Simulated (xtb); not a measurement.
C3H4BFO, SMILES FB(O)C=C=C. All values are semi-empirical tight-binding results from xtb (GFN2-xTB unless named), good for trends rather than for accurate numbers. Geometry: GFN2-xTB. The structure was generated by enumeration, and PubChem lists no compound with its InChIKey, so it may never have been made. Other conformers were not sampled.

```yaml
point_group_as_xtb_finds_it: Cs
orbital_gap: 4.24 eV
dipole_moment: 3.29 D
zero_point_energy: 41.1 kcal/mol
G − E(el) at 298.15 K (modified RRHO): 21.9 kcal/mol
static polarisability (D4 model): 53.8 bohr³
solvation energy, GFN2-xTB/ALPB(water): -7.3 kcal/mol
solvation energy, GFN2-xTB/ALPB(methanol): -8.0 kcal/mol
```

Computed IR lines (harmonic; lines under 4 % of the strongest left out, lines within 3 cm⁻¹ merged):
ν (cm⁻¹): 554 (w), 609 (m), 834 (w), 862 (w), 908 (s), 1118 (w), 1219 (vs), 1270 (s), 1322 (vs), 1412 (w), 2071 (vs), 3003 (w), 3654 (w) (against the strongest line: vs over 80 %, s over 45 %, m over 15 %, w over 4 %, vw less)
